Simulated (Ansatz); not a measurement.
# What each rung costs, and what it gives

Saddle point of BNH$_{4}$SF$_{2}$, closed shell (BHSF₂ ([F][B]([F])[SH]) + NH₃ → BNH₂F₂ ([NH2][B]([F])[F]) + H₂S; bonds formed: S2–H5; dative contacts that become bonds: B1–N6; bonds broken: B1–S2, H5–N6), PBE0-D4/def2-TZVP structure:

B1  (-0.700, 0.327, -0.235)
S2  (1.392, 0.810, -0.982)
F3  (-1.280, -0.426, -1.181)
F4  (-1.246, 1.512, 0.066)
H5  (1.062, -0.021, 0.311)
N6  (-0.112, -0.437, 0.947)
H7  (1.471, -0.298, -1.737)
H8  (-0.294, -0.033, 1.856)
H9  (-0.293, -1.433, 0.954)
(Å)

Barriers are electronic and count from the start structure reached by relaxing down the imaginary mode.

Ansatz 0.2.0; basis: as named in each row; cores frozen in the correlated methods. B3LYP uses VWN-RPA correlation. Extrapolation: Hartree–Fock as exp(−7.88 √X), correlation as X^−2.97.

Times are rough, for one single point on 4 threads of a shared host (Arm Neoverse V2).

The estimate by CCSD(T) at an estimated basis limit (MP2 extrapolated from triple and quadruple zeta, plus CCSD(T) − MP2 in triple zeta) is 1.313 eV.

| method | basis | time (s) | barrier (eV) | method less estimate |
| --- | --- | --- | --- | --- |
| HF | STO-3G | under 1 | 1.464 | 0.151 |
| PBE-D4 | STO-3G | under 1 | -0.062 | -1.375 |
| SPW92 | def2-SVP | under 1 | 0.738 | -0.575 |
| B3LYP-D4 | 6-31G | under 1 | 1.367 | 0.054 |
| PBE-D4 | def2-SVP | under 1 | 0.866 | -0.447 |
| PBE0-D4 | def2-SVP | under 1 | 1.076 | -0.237 |
| SPW92 | def2-TZVPP | under 1 | 0.853 | -0.460 |
| PBE-D4 | def2-TZVPP | 1 | 0.962 | -0.351 |
| BLYP-D4 | def2-TZVPP | 1 | 1.013 | -0.300 |
| B3LYP-D4 | def2-TZVPP | 1 | 1.155 | -0.158 |
| BHLYP-D4 | def2-TZVPP | 2 | 1.365 | 0.052 |
| PBE0-D4 | def2-TZVPP | 2 | 1.140 | -0.173 |
| CAM-B3LYP-D4 | def2-TZVPP | 2 | 1.241 | -0.072 |
| r2SCAN-D4 | def2-TZVPP | 3 | 1.078 | -0.235 |
| CCSD(T) | def2-SVP | 3 | 1.315 | 0.002 |
| wB97M-V | def2-SVP | 3 | 1.153 | -0.160 |
| r2SCAN0-D4 | def2-TZVPP | 3 | 1.202 | -0.111 |
| RPA on PBE | def2-TZVPP | 3 | 1.270 | -0.043 |
| B2PLYP | def2-TZVPP | 3 | 1.223 | -0.090 |
| PBE-QIDH | def2-TZVPP | 3 | 1.272 | -0.041 |
| wB97X-V | def2-TZVPP | 5 | 1.295 | -0.018 |
| B97M-V | def2-TZVPP | 6 | 1.219 | -0.094 |
| wB97M-V | def2-TZVPP | 6 | 1.246 | -0.067 |
| MP2 | def2-QZVPP | 13 | 1.263 | -0.050 |
| CCSD(T) | def2-TZVPP | 87 | 1.309 | -0.004 |

All methods are single points on the PBE0-D4 structures; a negative value means that the method puts the saddle structure below the start.

No T1 diagnostic of these runs exceeds 0.012.

Labels in which every atom is bracketed show which atoms are joined, not bond orders.
